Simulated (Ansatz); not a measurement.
Consider the substitution at a C–Si bond: `N[SiH2]CCl` + HBr → `ClCBr` + `N[SiH3]`.

Computed with Ansatz on PBE0-D4/def2-TZVP structures; ΔE is electronic, products minus reactants. CCSD(T)/CBS is the MP2 limit (def2-TZVPP, def2-QZVPP) plus CCSD(T) − MP2 in def2-TZVPP, frozen cores. This one scheme is used for every species. Functionals use def2-TZVPP. For Br outer-core shells are correlated without core-valence functions, which leaves a few kJ/mol of doubt a bond. Scalar relativity is left out up to krypton. Each species was taken in one conformer, which may not be the lowest.

Problem. Is it downhill or uphill in electronic energy at CCSD(T)/CBS, and by how much? (Best estimate.)

Solution. Computed: Uphill: ΔE = +16.2 kcal/mol.

Problem. What do these levels give: PBE-D4, r2SCAN0, LC-ωPBE, HF/def2-SVP, SCS-MP2/def2-TZVPP, CCSD(T)/def2-TZVPP? (Estimate.)

Solution. Ansatz gave: PBE-D4 14.9, r2SCAN0 16.4, LC-ωPBE 16.6, HF/def2-SVP 17.4, SCS-MP2/def2-TZVPP 14.7, CCSD(T)/def2-TZVPP 15.9 kcal/mol.

Largest T1 diagnostic among the species: 0.010.

Leaving LDA and LC-ωPBE aside and taking each functional with its dispersion term where it has one, the values, not all of them listed here, spread over 2.3 kcal/mol, from BLYP-D4 to r2SCAN0-D4. LDA lies +2.1 kcal/mol from PBE without D4. At CCSD(T), def2-SVP lies +0.7 kcal/mol from the extrapolated value and def2-TZVPP −0.3 kcal/mol. The D4 term adds +1.1 kcal/mol with B3LYP and +0.7 kcal/mol with PBE0; it sums over pairs of atoms, weighted by their polarisabilities, and B3LYP, whose exchange is more repulsive, gets the larger term.

B3LYP here is the variant with VWN-RPA as its local correlation; programs differ in this.
